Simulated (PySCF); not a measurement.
**From computed data to an observable: chemical shift, span and skew from a shielding tensor**

ClFH3NOSi, SMILES Cl[Si@@](N)(F)O. Atoms are numbered in the order given.

```xyz
8

N      0.3768     1.1413     1.4234
Si     0.1717    -0.0900     0.2690
O      1.6075    -0.6814    -0.2535
F     -0.7178    -1.2174     1.0040
Cl    -0.8350     0.4254    -1.4375
H      0.8860     1.9848     1.1853
H     -0.3768     1.3358     2.0735
H      2.2447    -0.8742     0.4420
```
Charge 0, spin multiplicity 1.

Coordinates come from a PBE0-D3(BJ)/def2-SVP optimisation. The structure was generated by enumeration; whether it is a known compound was not checked. The values are those of a single conformer.

GIAO shieldings from PBE/pcSseg-1 run with PySCF, non-relativistic, no solvent. The symmetric part of the tensor of N1 has the principal values 203.7, 217.6, 262.6 ppm. The same nucleus in NH3 has σ = 267.0 ppm at this level (PySCF, at its B3LYP-D3(BJ)/def2-TZVP geometry). Without spin–orbit terms, shifts of atoms bonded to Cl or Br come out too high.

### Question
Work out the isotropic shielding, the ¹⁵N shift against NH3, the span and the skew.

### Answer

σ(iso) = (σ11 + σ22 + σ33)/3 = 228.0 ppm. δ = σ(ref) − σ(iso) = 267.0 − (228.0) = 39.0 ppm.
Span Ω = σ33 − σ11 = 58.9 ppm. Skew κ = 3(σ(iso) − σ22)/Ω = 0.53. Tumbling in solution averages the tensor to δ; in a static solid the shielding alone would spread this spin-1/2 line over Ω.
